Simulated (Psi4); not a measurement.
C$_{3}$H$_{7}$O, charge +1, singlet, geometry from GFN2-xTB; Psi4 1.11 with SVWN/6-31G*.

Here is a job for Psi4.
```
memory 2 GB

molecule mol {
1 1
O    -0.121965   -0.119431    1.327998
C    -0.007982   -0.010990    0.068806
C     0.073735    1.283612   -0.602300
C     0.048491   -1.253400   -0.695854
H    -0.322808    2.104262   -0.004943
H     0.332738   -2.096634   -0.068232
H    -0.402342    1.262464   -1.581957
H     1.130510    1.502235   -0.797786
H     0.692597   -1.168454   -1.569355
H    -0.955880   -1.466878   -1.079958
H    -0.184562    0.703124    1.854335
}

set {
  basis 6-31g*
  reference rks
  guess sadno
}

energy('svwn')
print_variables()
```

The log (banner, timings and long lists left out):

```
   => Loading Basis Set <=

    Name: 6-31G*
    Role: ORBITAL
    Keyword: BASIS

         ---------------------------------------------------------
                                   SCF
               by Justin Turney, Rob Parrish, Andy Simmonett
                          and Daniel G. A. Smith
                              RKS Reference
         ---------------------------------------------------------

  ==> Geometry <==

    Molecular point group: c1
    Full point group: C1

    Geometry (in Angstrom), charge = 1, multiplicity = 1:

       Center              X                  Y                   Z               Mass
    ------------   -----------------  -----------------  -----------------  -----------------
         O           -0.117098462627    -0.105325393487     1.273540004666    15.994914619570
         C           -0.003115462627     0.003115606513     0.014348004666    12.000000000000
         C            0.078601537373     1.297717606513    -0.656757995334    12.000000000000
         C            0.053357537373    -1.239294393487    -0.750311995334    12.000000000000
         H           -0.317941462627     2.118367606513    -0.059400995334     1.007825032230
         H            0.337604537373    -2.082528393487    -0.122689995334     1.007825032230
         H           -0.397475462627     1.276569606513    -1.636414995334     1.007825032230
         H            1.135376537373     1.516340606513    -0.852243995334     1.007825032230
         H            0.697463537373    -1.154348393487    -1.623812995334     1.007825032230
         H           -0.951013462627    -1.452772393487    -1.134415995334     1.007825032230
         H           -0.179695462627     0.717229606513     1.799877004666     1.007825032230

  Running in c1 symmetry.

  Rotational constants: A =      0.32447  B =      0.28710  C =      0.16115 [cm^-1]
  Rotational constants: A =   9727.39259  B =   8606.99139  C =   4831.10227 [MHz]
  Nuclear repulsion =  129.223814279310773

  Charge       = 1
  Multiplicity = 1
  Electrons    = 32
  Nalpha       = 16
  Nbeta        = 16

  ==> Algorithm <==

  SCF Algorithm Type is DF.
  DIIS enabled.
  MOM disabled.
  Fractional occupation disabled.
  Guess Type is SADNO.
  Energy threshold   = 1.00e-06
  Density threshold  = 1.00e-06
  Integral threshold = 1.00e-12

  ==> Primary Basis <==

  Basis Set: 6-31G*
    Blend: 6-31G*
    Number of shells: 38
    Number of basis functions: 74
    Number of Cartesian functions: 74
    Spherical Harmonics?: false
    Max angular momentum: 2

  ==> DFT Potential <==

   => LibXC <=

    Version 7.1.2
    S. Lehtola, C. Steigemann, M. J. T. Oliveira, and M. A. L. Marques,  SoftwareX 7, 1–5 (2018) (10.1016/j.softx.2017.11.002)

   => Composite Functional: SVWN <=

    Slater exchange
    Vosko, Wilk & Nusair (VWN5_RPA)
    P. A. M. Dirac,  Math. Proc. Cambridge Philos. Soc. 26, 376 (1930) (10.1017/S0305004100016108)
    F. Bloch,  Z. Phys. 57, 545 (1929) (10.1007/BF01340281)
    S. H. Vosko, L. Wilk, and M. Nusair,  Can. J. Phys. 58, 1200 (1980) (10.1139/p80-159)

    Deriv               =              1
    GGA                 =          FALSE
    Meta                =          FALSE

    Exchange Hybrid     =          FALSE
    MP2 Hybrid          =          FALSE

   => Exchange Functionals <=

    1.0000         XC_LDA_X

   => Correlation Functionals <=

    1.0000   XC_LDA_C_VWN_RPA

   => LibXC Density Thresholds  <==

    XC_LDA_C_VWN_RPA:  1.00E-15
    XC_LDA_X:  1.00E-15

   => Molecular Quadrature <=

    Radial Scheme          =       TREUTLER
    Pruning Scheme         =           NONE
    Nuclear Scheme         =       TREUTLER

    Blocking Scheme        =         OCTREE
    BS radius alpha        =              1
    Pruning alpha          =              1
    Radial Points          =             75
    Spherical Points       =            302
    Total Points           =         234808
    Total Blocks           =           1814
    Max Points             =            256
    Max Functions          =             74
    Weights Tolerance      =       1.00E-15

   => Loading Basis Set <=

    Name: (6-31G* AUX)
    Role: JKFIT
    Keyword: DF_BASIS_SCF

  ==> Integral Setup <==

  SCF_SUBTYPE=INCORE selected. In-core MEM_DF algorithm will be used.
  Using in-core AOs.

  ==> MemDFJK: Density-Fitted J/K Matrices <==

    J tasked:                   Yes
    K tasked:                    No
    wK tasked:                   No
    Algorithm:                 Core
    Schwarz Cutoff:           1E-12
    Mask sparsity (%):       0.1096
    Fitting Condition:        1E-10

   => Auxiliary Basis Set <=

  Basis Set: (6-31G* AUX)
    Blend: CC-PVDZ-JKFIT
    Number of shells: 159
    Number of basis functions: 499
    Number of Cartesian functions: 499
    Spherical Harmonics?: false
    Max angular momentum: 3

  Minimum eigenvalue in the overlap matrix is 4.5033609913E-03.
  Reciprocal condition number of the overlap matrix is 6.4365185140E-04.
    Using symmetric orthogonalization.

  ==> Pre-Iterations <==

  SCF Guess: Superposition of Atomic Densities' Natural Orbitals via on-the-fly atomic UHF (doi:10.1021/acs.jctc.8b01089).

   -------------------------------------------------------
    Irrep   Nso     Nmo     Nalpha   Nbeta   Ndocc  Nsocc
   -------------------------------------------------------
     A         74      74      16      16      16       0
   -------------------------------------------------------
    Total      74      74      16      16      16       0
   -------------------------------------------------------

  ==> Iterations <==

                           Total Energy        Delta E     RMS |[F,P]|

   @DF-RKS iter   1:  -191.01086796408103   -1.91011e+02   2.58677e-02 ADIIS/DIIS
   @DF-RKS iter   2:  -190.60291104275632    4.07957e-01   2.70564e-02 ADIIS/DIIS
   @DF-RKS iter   3:  -191.98933510324801   -1.38642e+00   1.43800e-02 ADIIS/DIIS
   @DF-RKS iter   4:  -192.34715465937836   -3.57820e-01   6.64235e-03 ADIIS/DIIS
   @DF-RKS iter   5:  -192.42701527267039   -7.98606e-02   1.83387e-03 ADIIS/DIIS
   @DF-RKS iter   6:  -192.43542488092203   -8.40961e-03   4.91163e-04 ADIIS/DIIS
   @DF-RKS iter   7:  -192.43607987973405   -6.54999e-04   1.62590e-04 ADIIS/DIIS
   @DF-RKS iter   8:  -192.43614195500820   -6.20753e-05   1.83334e-05 DIIS
   @DF-RKS iter   9:  -192.43614267866255   -7.23654e-07   4.12596e-06 DIIS
   @DF-RKS iter  10:  -192.43614272020136   -4.15388e-08   8.07521e-07 DIIS
  Energy and wave function converged.

  ==> Post-Iterations <==

   Electrons on quadrature grid:
      Ntotal   =   32.0000236371 ; deviation = 2.364e-05

    Orbital Energies [Eh]
    ---------------------

    Doubly Occupied:

       1A    -18.964936     2A    -10.178562     3A    -10.033762
       4A    -10.021995     5A     -1.291720     6A     -0.975935
       7A     -0.896395     8A     -0.839327     9A     -0.708354
      10A     -0.682991    11A     -0.676736    12A     -0.602849
      13A     -0.591355    14A     -0.582340    15A     -0.573081
      16A     -0.561965

    Virtual:

      17A     -0.348519    18A     -0.200588    19A     -0.125302
      20A     -0.114105    21A     -0.094935    22A     -0.079069
      23A     -0.072581    24A     -0.050287    25A     -0.046906
      26A      0.012228    27A      0.068465    28A      0.225472
      29A      0.237259    30A      0.258294    31A      0.275666
      32A      0.303755    33A      0.355300    34A      0.388161
      35A      0.419737    36A      0.439982    37A      0.486075
      38A      0.537406    39A      0.584546    40A      0.598487
      41A      0.629291    42A      0.640322    43A      0.654449
      44A      0.669138    45A      0.688142    46A      0.716543
      47A      0.844030    48A      1.041084    49A      1.061768
      50A      1.070401    51A      1.129333    52A      1.193354
      53A      1.372467    54A      1.449296    55A      1.466444
      56A      1.530436    57A      1.611046    58A      1.637729
      59A      1.776728    60A      1.811117    61A      1.832025
      62A      1.928843    63A      1.970791    64A      2.042695
      65A      2.095221    66A      2.167096    67A      2.186951
      68A      2.399911    69A      2.532827    70A      2.606994
      71A      3.555945    72A      3.762943    73A      3.936532
      74A      4.123911

    Final Occupation by Irrep:
              A
    DOCC [    16 ]
    NA   [    16 ]
    NB   [    16 ]

  @DF-RKS Final Energy:  -192.43614272020136

   => Energetics <=

    Nuclear Repulsion Energy =            129.2238142793107727
    One-Electron Energy =                -508.9643685091303951
    Two-Electron Energy =                 213.3607550873659591
    DFT Exchange-Correlation Energy =     -26.0563435777477039
    Empirical Dispersion Energy =           0.0000000000000000
    VV10 Nonlocal Energy =                  0.0000000000000000
    Total Energy =                       -192.4361427202013601

Computation Completed

Properties will be evaluated at   0.000000,   0.000000,   0.000000 [a0]

Properties computed using the SCF density matrix

 Multipole Moments:

 ------------------------------------------------------------------------------------
     Multipole            Electronic (a.u.)      Nuclear  (a.u.)        Total (a.u.)
 ------------------------------------------------------------------------------------

 L = 1.  Multiply by 2.5417464519 to convert [e a0] to [Debye]
 Dipole X            :         -0.3031977            0.3034763            0.0002786
 Dipole Y            :         -0.2344626            0.8796449            0.6451822
 Dipole Z            :          3.2715578           -3.3960530           -0.1244952
 Magnitude           :                                                    0.6570839

 ------------------------------------------------------------------------------------

  Variable Map:
  ----------------------------------------------------------------------------
  "CURRENT ENERGY"              =>    -192.436142720201
  "CURRENT REFERENCE ENERGY"    =>    -192.436142720201
  "DD SOLVATION ENERGY"         =>       0.000000000000
  "DFT FUNCTIONAL TOTAL ENERGY" =>    -192.436142720201
  "DFT TOTAL ENERGY"            =>    -192.436142720201
  "DFT VV10 ENERGY"             =>       0.000000000000
  "DFT XC ENERGY"               =>     -26.056343577748
  "GRID ELECTRONS ALPHA"        =>      16.000011818528
  "GRID ELECTRONS BETA"         =>      16.000011818528
  "GRID ELECTRONS TOTAL"        =>      32.000023637055
  "NUCLEAR REPULSION ENERGY"    =>     129.223814279311
  "ONE-ELECTRON ENERGY"         =>    -508.964368509130
  "PCM POLARIZATION ENERGY"     =>       0.000000000000
  "PE ENERGY"                   =>       0.000000000000
  "SCF ITERATION ENERGY"        =>    -192.436142720201
  "SCF ITERATIONS"              =>      10.000000000000
  "SCF TOTAL ENERGY"            =>    -192.436142720201
  "TWO-ELECTRON ENERGY"         =>     213.360755087366
  "XC GRID RADIAL POINTS"       =>      75.000000000000
  "XC GRID SPHERICAL POINTS"    =>     302.000000000000
  "XC GRID TOTAL POINTS"        =>  234808.000000000000

  Array Variable Map:
  ----------------------------------------------------------------------------
  "CURRENT DIPOLE"              =>       0.000278573488 ... -0.124495183429 1 by 3
  "SCF DIPOLE"                  =>       0.000278573488 ... -0.124495183429 1 by 3
  "SCF TOTAL ENERGIES"          =>    -191.010867964081 ... -192.436142720201 1 by 10
```
